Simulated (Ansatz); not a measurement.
One change: `[OH][Ga]([SiH3])[SH]` becomes `[OH][Ga]([SH])[O][SiH3]`.

Ansatz, PBE0-D4/def2-TZVP geometries, multiplicity 1. Each molecule was computed in one conformer, which needn't be the lowest.

Scalar relativity is left out up to krypton.

| property | `[OH][Ga]([SiH3])[SH]` |
| --- | --- |
| size of the dipole moment (PBE/def2-TZVPP) / D | 0.51 |
| LUMO energy (PBE0/def2-TZVPP) / eV | -1.32 |
| size of the dipole moment (ωB97M-V/def2-TZVPP) / D | 0.41 |
| HOMO–LUMO gap (PBE/def2-TZVPP) / eV | 4.39 |
| HOMO–LUMO gap (B3LYP/def2-TZVPP) / eV | 5.90 |
| HOMO–LUMO gap (PBE0/def2-TZVPP) / eV | 6.37 |

Task: What does the change do to each property? (Best estimate.)

Result: Computed: 
| property | `[OH][Ga]([SH])[O][SiH3]` | shift |
| --- | --- | --- |
| size of the dipole moment (PBE/def2-TZVPP) / D | 0.94 | 0.43 |
| LUMO energy (PBE0/def2-TZVPP) / eV | -1.11 | 0.21 |
| size of the dipole moment (ωB97M-V/def2-TZVPP) / D | 1.06 | 0.65 |
| HOMO–LUMO gap (PBE/def2-TZVPP) / eV | 4.71 | 0.32 |
| HOMO–LUMO gap (B3LYP/def2-TZVPP) / eV | 6.32 | 0.42 |
| HOMO–LUMO gap (PBE0/def2-TZVPP) / eV | 6.89 | 0.52 |

With PBE0 the HOMO falls by 0.31 eV and the LUMO rises by 0.21 eV, so the gap widens by about 0.52 eV. PBE moves the HOMO by -0.29 eV and ωB97M-V by -0.33 eV. The zero-point energy changes by 13.3 kJ/mol with +3 modes. Dipoles are sizes alone; their direction can turn.

Positive LUMOs are unbound, so they and the gaps depend on the basis.

B3LYP here is the variant with VWN-RPA as its local correlation; programs differ in this.
